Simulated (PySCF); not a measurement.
C2H4N, multiplicity 2. Atoms are numbered in the order given.

```xyz
7

C      0.0000     1.1379     0.1543
N      0.0000     0.0000    -0.5060
C      0.0000    -1.1379     0.1543
H      0.0000     1.1798     1.2472
H      0.0000     2.0667    -0.4019
H      0.0000    -2.0667    -0.4019
H      0.0000    -1.1798     1.2472
```
Charge 0, spin multiplicity 2.

The structure is a stationary point at B3LYP-D3(BJ)/def2-TZVP. The isomer is the one that the SMILES or the coordinates give; other isomers of the formula were not compared.

These are TDA-ωB97X/def2-SVPD (PySCF) values and carry that method's errors.

Vertical excitations. The molecule is in vacuum.

Problem. Estimate the UV-visible absorptions. (The exact figures need the calculation; the answer reports its results.)

Solution. 
```tsv
state	energy (eV)	λ (nm)	f	main pairs
root 1	3.27	380	0.000	β HOMO→LUMO 99 %
root 2	4.42	281	0.048	α HOMO→LUMO 76 %, β HOMO−1→LUMO 22 %
root 3	4.88	254	0.001	α HOMO−1→LUMO 86 %, β HOMO→LUMO+2 10 %
root 4	6.23	199	0.001	α HOMO−1→LUMO 10 %, β HOMO→LUMO+2 59 %, β HOMO−2→LUMO 28 %
root 5	6.36	195	0.000	α HOMO→LUMO+1 94 %
root 6	6.75	184	0.343	α HOMO→LUMO 21 %, β HOMO−1→LUMO 71 %
root 7	6.96	178	0.001	β HOMO−2→LUMO 67 %, β HOMO→LUMO+2 26 %
root 8	7.34	169	0.026	α HOMO→LUMO+2 94 %
root 9	7.88	157	0.001	α HOMO−2→LUMO 37 %, α HOMO−1→LUMO+1 14 %, β HOMO−1→LUMO+2 37 %
root 10	7.99	155	0.000	α HOMO→LUMO+3 93 %
```
Unrestricted roots are not spin-pure.
